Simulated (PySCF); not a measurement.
diarsenic (As₂), SMILES [As]#[As]. Geometry: PBE-D3(BJ)/def2-TZVP.

PySCF 2.14.0 with TDDFT-PBE/def2-TZVPD puts the lowest singlet excitations at 3.07, 3.39, 3.39, 3.73, 3.73, 5.28 eV.

### Question
What are the lowest excitation roots from ADC(2)/aug-cc-pVDZ in PySCF? (An estimate is asked for; the answer gives what the named calculation found.)

### Answer
3.61, 3.92, 3.92, 4.12, 4.12, 5.90 eV. S1 differs by 0.54 eV (second minus first; roots are paired by order, and the bases may differ).
